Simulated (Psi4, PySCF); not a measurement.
Here is a job for PySCF.
```python
from pyscf import gto, scf, dft

mol = gto.Mole()
mol.atom = '''
    C    -0.004507   -0.160121    1.144233
    N     0.053592    0.635779   -0.000020
    C    -0.022366   -0.158688   -1.144223
    H     0.829777   -0.943692    1.239897
    H     0.055292    0.465160    2.046813
    H    -0.956585   -0.793113    1.253932
    H     0.810315   -0.942130   -1.253877
    H     0.023344    0.467724   -2.046843
    H    -0.976047   -0.791551   -1.239842
'''
mol.basis = '6-31g*'
mol.charge = -1
mol.spin = 0
mol.verbose = 4
mol.build()

mf = dft.RKS(mol)
mf.xc = 'wb97x'
mf.grids.atom_grid = (99, 590)
mf.grids.prune = None
mf.kernel()
```

Q: Convert this to an input for Psi4.

A: This is not unique; one that fits is 
```
memory 2 GB

molecule {
-1 1
  C    -0.00450711   -0.16012117    1.14423294
  N     0.05359214    0.63577940   -0.00002007
  C    -0.02236646   -0.15868797   -1.14422288
  H     0.82977693   -0.94369191    1.23989698
  H     0.05529176    0.46516035    2.04681331
  H    -0.95658511   -0.79311257    1.25393224
  H     0.81031525   -0.94213013   -1.25387748
  H     0.02334443    0.46772410   -2.04684276
  H    -0.97604679   -0.79155078   -1.23984221
}

set basis 6-31g*
set scf_type pk
set puream true
set d_convergence 1e-8
set dft_radial_points 99
set dft_spherical_points 590

energy('wb97x')
print_variables()
```

Both were run: PySCF gave -134.449752 Eh and Psi4 -134.449750 Eh, 0.002 mEh apart.
